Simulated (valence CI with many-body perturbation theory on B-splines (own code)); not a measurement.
E1 transitions of Au⁶⁵⁺

Method: valence CI with perturbative core correlation (CI+MBPT): four valence electrons over a frozen Dirac-Fock core [Ne], a basis of 11 s, 11 p, 9 d, 7 f, 5 g, 2 h, 1 i functions for each j, with the one-electron correlation potential Σ1 (screened to all orders), the two-electron term Σ2, the three-electron term Σ3, Breit, model QED; selected single and double excitations, second order for the rest (own B-spline code, finite nucleus).

No measured spectrum was set against this ion. As an estimate, large intervals hold to a few tenths of a per cent, small ones and those within an open d or f shell to about a per cent.

Lines 51 to 100 of 268 in falling wavelength, among levels below 1621.5 eV, chosen from the strongest by gf and those to the six lowest levels. Wavelengths and rates use the calculated energies. Electric multipoles are in the length gauge, E1 and E2 with the static RPA response of the core. Weak lines are less certain than strong ones. Lines between different terms over intervals too small for the method are left out, as are lines whose strength nearly cancels. The highest levels of a list are the least certain.

Levels are named by their leading jj configuration (3d3/2^4 stands for four electrons in 3d with j = 3/2), which in mixed levels can hold well under half, so a name can repeat and another be missing. Letters in brackets count levels of one name in rising energy.

```tsv
λ vac (Å)	Upper	Lower	A (s⁻¹)	S (a.u.)
57.08	(3s 3p1/2^2 3p3/2) J=1	(3s^2 3p1/2 3p3/2) J=1	1.82e+10	5.00e-03
56.89	(3s 3p1/2 3p3/2 3d5/2) J=4 [c]	(3s^2 3p3/2 3d5/2) J=4	2.35e+10	1.92e-02
56.86	(3s 3p1/2 3p3/2 3d3/2) J=2 [d]	(3s^2 3p3/2 3d3/2) J=3	4.11e+10	1.86e-02
56.02	(3s 3p1/2 3p3/2^2) J=1 [b]	(3s^2 3p3/2^2) J=2	2.19e+10	5.70e-03
55.85	(3p1/2^2 3p3/2 3d3/2) J=1	(3p1/2^2 3p3/2^2) J=0	2.28e+10	5.87e-03
55.71	(3p1/2^2 3p3/2 3d3/2) J=2	(3s 3p1/2 3p3/2 3d3/2) J=3 [a]	5.13e+10	2.19e-02
55.64	(3s 3p1/2^2 3d3/2) J=2	(3s 3p1/2^2 3p3/2) J=1	9.11e+09	3.87e-03
55.57	(3s 3p1/2 3p3/2 3d3/2) J=2 [a]	(3s 3p1/2 3p3/2^2) J=2 [a]	1.72e+10	7.27e-03
55.27	(3p1/2^2 3p3/2 3d3/2) J=3	(3s 3p1/2 3p3/2 3d3/2) J=4	9.73e+10	5.67e-02
55.20	(3s 3p1/2 3p3/2 3d3/2) J=2 [b]	(3s 3p1/2 3p3/2^2) J=2 [b]	2.58e+10	1.07e-02
54.98	(3p1/2^2 3p3/2^2) J=2	(3s 3p1/2 3p3/2^2) J=3	8.02e+10	3.29e-02
54.22	(3p1/2^2 3p3/2 3d3/2) J=2	(3s 3p1/2 3p3/2 3d3/2) J=1 [a]	1.38e+10	5.43e-03
54.10	(3s^2 3p1/2 3d3/2) J=2	(3s^2 3p1/2 3p3/2) J=2	1.22e+10	4.79e-03
52.50	(3p1/2^2 3p3/2 3d3/2) J=3	(3p1/2^2 3p3/2^2) J=2	1.02e+10	5.08e-03
52.43	(3p1/2^2 3p3/2 3d3/2) J=1	(3p1/2^2 3p3/2^2) J=2	9.06e+10	1.93e-02
51.99	(3p1/2^2 3p3/2 3d3/2) J=2	(3s 3p1/2 3p3/2 3d3/2) J=2 [a]	1.37e+10	4.75e-03
51.84	(3s^2 3p1/2 3d3/2) J=2	(3s^2 3p1/2 3p3/2) J=1	3.26e+08	1.12e-04
50.99	(3p1/2^2 3p3/2 3d3/2) J=0	(3s 3p1/2 3p3/2 3d3/2) J=1 [a]	7.21e+10	4.72e-03
50.84	(3s 3p1/2^2 3d3/2) J=1	(3s 3p1/2^2 3p3/2) J=2	6.77e+09	1.32e-03
49.21	(3s 3p1/2^2 3d3/2) J=2	(3s 3p1/2^2 3p3/2) J=2	1.45e+10	4.25e-03
47.98	(3s^2 3p3/2^2) J=2	(3s^2 3p1/2 3d3/2) J=2	2.34e+08	6.39e-05
44.56	(3s^2 3p1/2 3d3/2) J=1	(3s^2 3p1/2 3p3/2) J=2	7.22e+09	9.46e-04
44.23	(3s^2 3p3/2^2) J=2	(3s 3p1/2^2 3p3/2) J=1	1.01e+09	2.17e-04
43.02	(3s^2 3p1/2 3d3/2) J=1	(3s^2 3p1/2 3p3/2) J=1	2.99e+09	3.52e-04
41.00	(3s^2 3p3/2^2) J=0	(3s 3p1/2^2 3p3/2) J=1	1.22e+09	4.16e-05
40.07	(3s^2 3p3/2^2) J=2	(3s 3p1/2^2 3p3/2) J=2	8.72e+08	1.38e-04
38.85	(3s 3p1/2^2 3d5/2) J=3	(3s^2 3p1/2 3d3/2) J=2	9.79e+08	1.98e-04
38.29	(3s 3p1/2 3p3/2 3d5/2) J=1 [a]	(3s 3p1/2 3p3/2^2) J=1 [b]	4.48e+10	3.73e-03
37.08	(3s 3p1/2^2 3d5/2) J=2	(3s^2 3p1/2 3d3/2) J=2	4.29e+08	5.40e-05
35.95	(3s 3p1/2 3p3/2 3d5/2) J=2 [b]	(3s 3p1/2 3p3/2^2) J=2 [b]	9.54e+10	1.09e-02
35.93	(3s 3p1/2 3p3/2 3d5/2) J=1 [b]	(3s 3p1/2 3p3/2^2) J=1 [b]	6.56e+10	4.51e-03
35.17	(3s 3p1/2 3p3/2 3d5/2) J=3 [c]	(3s 3p1/2 3p3/2^2) J=2 [b]	2.73e+10	4.10e-03
35.13	(3s 3p1/2 3p3/2 3d5/2) J=1 [a]	(3s 3p1/2 3p3/2^2) J=0	9.33e+10	5.99e-03
34.80	(3s 3p1/2^2 3d5/2) J=2	(3s 3p1/2^2 3p3/2) J=1	2.46e+11	2.56e-02
34.74	(3s^2 3p3/2 3d5/2) J=2	(3s^2 3p3/2^2) J=2	2.47e+11	2.56e-02
34.61	(3s 3p1/2 3p3/2 3d5/2) J=1 [c]	(3s 3p1/2 3p3/2^2) J=1 [b]	8.94e+10	5.48e-03
34.58	(3s 3p1/2 3p3/2 3d5/2) J=1 [b]	(3s 3p1/2 3p3/2^2) J=2 [b]	5.41e+10	3.32e-03
34.55	(3s^2 3d3/2 3d5/2) J=3	(3s^2 3p3/2 3d3/2) J=2	3.18e+11	4.54e-02
34.36	(3s^2 3p1/2 3d5/2) J=2	(3s^2 3p1/2 3p3/2) J=2	5.82e+10	5.83e-03
34.25	(3s 3p1/2 3p3/2 3d5/2) J=0	(3s 3p1/2 3p3/2^2) J=1 [b]	4.80e+11	9.53e-03
34.21	(3s^2 3p1/2 3d5/2) J=3	(3s^2 3p1/2 3p3/2) J=2	3.13e+11	4.33e-02
34.18	(3s 3p1/2 3p3/2 3d5/2) J=2 [a]	(3s 3p1/2 3p3/2^2) J=2 [a]	2.41e+11	2.38e-02
34.06	(3s 3p1/2 3p3/2 3d5/2) J=3 [b]	(3s 3p1/2 3p3/2^2) J=3	2.62e+11	3.58e-02
33.95	(3s^2 3d3/2 3d5/2) J=3	(3s^2 3p3/2 3d3/2) J=3	5.92e+10	8.00e-03
33.70	(3s 3p1/2 3p3/2 3d5/2) J=4 [b]	(3s 3p1/2 3p3/2^2) J=3	2.60e+11	4.42e-02
33.56	(3s 3p1/2 3p3/2 3d5/2) J=2 [d]	(3s 3p1/2 3p3/2^2) J=1 [b]	4.82e+11	4.50e-02
33.52	(3s^2 3p3/2 3d5/2) J=1	(3s^2 3p3/2^2) J=0	4.47e+11	2.49e-02
33.49	(3s 3p1/2^2 3d5/2) J=3	(3s 3p1/2^2 3p3/2) J=2	2.93e+11	3.80e-02
33.47	(3s^2 3d3/2 3d5/2) J=2	(3s^2 3p3/2 3d3/2) J=1	2.84e+11	2.63e-02
33.46	(3s^2 3d3/2 3d5/2) J=2	(3s^2 3p3/2 3d3/2) J=2	1.66e+11	1.54e-02
```
